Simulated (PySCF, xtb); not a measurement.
C2H4BF2N, SMILES NB(F)/C=C\F.

The structure is a stationary point at PBE-D3(BJ)/def2-SVP. The structure was generated by enumeration; whether it is a known compound was not checked. One conformer was computed; it need not be the lowest.

Level of theory: C-PCM-PBE0/def2-SVP (PySCF).

The values are the electrostatic part of the solvation free energy, E(continuum) − E(gas) at the gas-phase geometry, in a cavity of scaled van der Waals radii (PySCF's table); cavitation and dispersion terms are not included. In vacuum the orbital gap is 6.85 eV. The dipole moment in vacuum is 1.44 D.

```csv
solvent,ε,ΔG(elec) (kcal/mol),dipole (D),gap (eV)
water,78.36,-4.6,1.80,6.82
dichloromethane,8.93,-4.1,1.76,6.82
toluene,2.37,-2.6,1.63,6.83
```

For comparison, GFN2-xTB/ALPB(water) (xtb, at the GFN2-xTB geometry, all terms of that model) gives -5.2 kcal/mol.
